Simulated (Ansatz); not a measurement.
Ansatz (a first-principles code) input file for B(F)(NHMe)(OH) (CH5BFNO), SMILES CNB(O)F, PBE0/def2-SVPD. Coordinates come from a r2SCAN-D4/def2-SVP optimisation. The structure was generated by enumeration, and PubChem lists no compound with its InChIKey, so it may never have been made. The values are those of a single conformer.

Ansatz 0.2 input:
```yaml
crystal:
  periodic: [false, false, false]
  atoms:
    - {symbol: B, position_ang: [0.18665928, 0.21315087, 0.50987228]}
    - {symbol: F, position_ang: [0.88026425, -0.08123391, 1.62077459]}
    - {symbol: N, position_ang: [0.05579235, -0.79780753, -0.46844956]}
    - {symbol: C, position_ang: [-0.63186349, -0.73138410, -1.73301364]}
    - {symbol: H, position_ang: [0.49627715, -1.68893711, -0.26538177]}
    - {symbol: H, position_ang: [-1.46452115, -1.45482596, -1.80413329]}
    - {symbol: H, position_ang: [0.04028925, -0.90845906, -2.59223797]}
    - {symbol: H, position_ang: [-1.06978041, 0.26912405, -1.87682067]}
    - {symbol: O, position_ang: [-0.32956625, 1.47251524, 0.43220887]}
    - {symbol: H, position_ang: [-0.82077492, 1.64128435, -0.37820131]}
basis:
  gaussian:
    orbitals: def2-SVPD
hamiltonian:
  xc: {name: PBE0}
```

Output:

```
WARN ansatz: RAYON_NUM_THREADS=1 ignored (pool sized by the plan → 1); use --threads N
Functional definition: PBE0
integrals: 0.07 GiB planned
1193 factors; their error is unknown
mean field: 0.62 GiB planned
mean field evaluation 1: about -8031.0270 eV, gradient 6.5e1 eV
mean field evaluation 2: about -8025.3252 eV, gradient 8.5e1 eV
mean field evaluation 4: about -8038.7760 eV, gradient 3.3e0 eV
mean field evaluation 8: about -8038.7969 eV, gradient 4.0e-2 eV
mean field evaluation 16: about -8038.8059 eV, gradient 2.4e-5 eV
mean field -8038.80590527 eV, -295.4206681204 hartree, gradient 2.4e-5 eV, S^2 0.000000; 0 other end points of the search recorded, 0 dependent functions left out
reference -8038.80593902 eV, -295.4206693606 hartree; 20, 20 occupied and 126, 126 virtual orbitals, 1193 factors
Total energy: -8038.80593902 eV, -295.4206693606 hartree
```

The run converged.

Cost: about 5 core-seconds (a rough figure).
